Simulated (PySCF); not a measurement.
**Relaxation of singlet HPrS**

All numbers come from B3LYP in PySCF with Pr def2-SVP with ECP28, S def2-SVP, H def2-SVP; scalar-relativistic core potentials, no spin–orbit coupling; density-fitted integrals. A (50,194) grid was used.

A start displaced from a saddle point along its imaginary mode, of Cs symmetry, held to at least that symmetry:

```xyz
3
charge 0 multiplicity 1, angstrom
Pr   -0.0017    0.0002    0.4215
S     0.0035   -0.0005   -1.9409
H     0.1190   -0.0158    2.6438
```

(1) What does it relax to?

(2) How much energy is released, and in how many steps?

Results:

(1) It ends at Cs with Pr–H 2.074 Å, Pr–S 2.334 Å; H–Pr–S 108.6°. No frequency check is given, so it may be a saddle point. Other isomers or separated fragments may lie lower.

(2) 51.9 kJ/mol in 17 steps.

Stability towards spin polarisation was not tested. At this level a triplet minimum of Cs symmetry lies 164 kJ/mol below this structure.

The relaxation took about 2.3 core-minutes on a shared host.
